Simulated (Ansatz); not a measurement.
`[BH2][GaH][SiH2]C` and `[BH2][GaH][SiH3]` differ in one atom or group.

Ansatz, PBE0-D4/def2-TZVP geometries, multiplicity 1. Each molecule was computed in one conformer, which needn't be the lowest.

Scalar relativity is left out up to krypton.

```tsv
property	`[BH2][GaH][SiH2]C`
HOMO energy (ωB97M-V/def2-TZVPP) / eV	-8.94
size of the dipole moment (PBE/def2-TZVPP) / D	0.73
HOMO energy (B3LYP/def2-TZVPP) / eV	-6.75
size of the dipole moment (ωB97M-V/def2-TZVPP) / D	0.43
size of the dipole moment (B3LYP/def2-TZVPP) / D	0.51
HOMO energy (PBE/def2-TZVPP) / eV	-5.93
```

(1) What does the change do to each property? (Estimate.)

## Answers

(1) Computed: 
```csv
property,`[BH2][GaH][SiH3]`,shift
HOMO energy (ωB97M-V/def2-TZVPP) / eV,-9.20,-0.26
size of the dipole moment (PBE/def2-TZVPP) / D,0.44,-0.29
HOMO energy (B3LYP/def2-TZVPP) / eV,-7.01,-0.26
size of the dipole moment (ωB97M-V/def2-TZVPP) / D,0.73,0.30
size of the dipole moment (B3LYP/def2-TZVPP) / D,0.62,0.11
HOMO energy (PBE/def2-TZVPP) / eV,-6.19,-0.26
```

With PBE0 the HOMO falls by 0.26 eV and the LUMO falls by 0.13 eV, so the gap widens by about 0.13 eV. PBE moves the HOMO by -0.26 eV and ωB97M-V by -0.26 eV. Dipoles are sizes alone; their direction can turn.

B3LYP here is the variant with VWN-RPA as its local correlation; programs differ in this.
